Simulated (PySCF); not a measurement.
Electron affinity of Bi by level of theory

Bi⁻ [Xe] 4f14 5d10 6s2 6p4 (3P) → Bi [Xe] 4f14 5d10 6s2 6p3 (4S), as a difference of total energies. Computed with PySCF 2.14 in aug-cc-pVTZ-PP with ECP60MDF (6s5p4d2f, 55 functions), with a scalar-relativistic core potential. Correlated levels: valence: 5s2 5p6 5d10 frozen. The calculations carry no spin-orbit coupling.

| method | electron affinity (eV) |
| --- | --- |
| UHF | -0.193 |
| LDA | 1.123 |
| PBE | 0.879 |
| PBE0 | 0.790 |
| r2SCAN | 0.783 |
| MN15 | 0.999 |
| TPSS | 0.823 |
| r2SCANh | 0.774 |
| PW91 | 0.917 |
| MP2 (valence) | 0.492 |
| SCS-MP2 (valence) | 0.545 |

Spin-orbit coupling is strong in these open shells (close to jj coupling). The scalar numbers leave it out and a first-order estimate fails, so it can dominate the gap to the real levels.

Errors of the correlated levels include the incompleteness of this basis and the frozen core.

A negative affinity means that the anion lies above the atom at that level of theory.

In the anion the highest occupied orbital energy is positive at LDA, PBE, PBE0, r2SCAN, MN15, TPSS, r2SCANh, PW91, a self-interaction effect; the basis confines that electron, and the energy difference can still be sensible.

For comparison: 0.942 eV (measured; photodetachment measurements, as compiled on the Wikipedia data page of electron affinities).
